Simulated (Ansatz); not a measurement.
BH3N (SMILES B[NH]) moved off its minimum; all values from Ansatz (a first-principles code), cores frozen in correlated methods. Open shells are unrestricted.
(charge 0, multiplicity 2)
```xyz
5

B     -0.67930     0.27340    -0.09686
N      0.69105    -0.15168    -0.21184
H     -1.51432    -0.64181     0.02527
H     -1.07852     1.26680     0.17013
H      1.55670    -0.04663    -0.14521
```

Question: Give the forces (eV/Å), the total energy and the dipole at CCSD(T)/aug-cc-pVTZ.

Answer: 
| atom | Fx | Fy | Fz |
|---|---|---|---|
| B1 | 2.875 | -4.815 | 0.289 |
| N2 | -12.537 | 0.586 | -0.592 |
| H3 | 0.649 | 0.455 | -0.516 |
| H4 | -0.374 | 2.847 | 0.184 |
| H5 | 9.387 | 0.927 | 0.635 |
Energy -81.1655 hartree, dipole 1.14 D.
